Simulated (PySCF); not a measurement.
# Identify the compound

The spectra below were simulated for a compound C5H13NO2Si.

1H NMR (400 MHz, computed): δ 5.06 (s, 2H), 4.17 (q, 2H), 2.86 (s, 3H), 2.05 (s, 3H), 1.34 (t, 3H).

13C{1H} NMR (computed): δ 182.5 (C), 62.8 (CH2), 30.2 (CH3), 22.1 (CH3), 20.8 (CH3).

Theoretical values (PySCF 2.14): PBE0/pcSseg-1 with gauge-including orbitals, GFN2-xTB geometry. A single conformation, one averaged value for each set of equivalent atoms, isolated molecule, non-relativistic Hamiltonian.

References, each an isolated molecule treated in the same way: 1H, 13C against TMS.

Task: Propose a structure and justify it.

Result: 
The formula gives 1 degree of unsaturation (no ring in the answer). 5 carbon signals for 5 carbons: no two carbons are equivalent. Carbon types of the structure: 1 × C, 1 × CH2, 3 × CH3, leaving 2 H on heteroatoms. δC 182.5: amide carbonyl carbon; it is a carbonyl in resonance with an O or N lone pair, the region of acids, esters and amides. δC 62.8: sp3 CH2 bonded to O; pulled downfield by the heteroatom. δC 30.2: methyl carbon bonded to N; pulled downfield by the heteroatom. δC 22.1: methyl carbon α to a carbonyl; α to the electron-withdrawing carbonyl group. δC 20.8: methyl carbon; a saturated carbon with 1 carbon neighbour and no heteroatom attached. δH 2.86: hydrogen on a methyl carbon bonded to N; its carbon carries N, which withdraws density. δH 2.05: hydrogen on a methyl carbon α to a carbonyl; α to C=O.

Structure: `InChI=1S/C5H13NO2Si/c1-4-8-9-6(3)5(2)7/h4,9H2,1-3H3`.

This is the structure that produced the data.

Shifts are as computed. Against solution values, carbons near 30 ppm lie about +3 ppm off and those near 130 ppm about +5 ppm. Of 1211 compounds with measured shifts, 218 miss one by over three times the rms of a fit or turn the order of signals round; such compounds aren't used in these exercises. No couplings were computed; multiplicities are counted from neighbouring protons, with m where these are inequivalent, close in shift, in a saturated or five-membered ring or joined by F or P, and br s for small geminal =CH2 splittings.
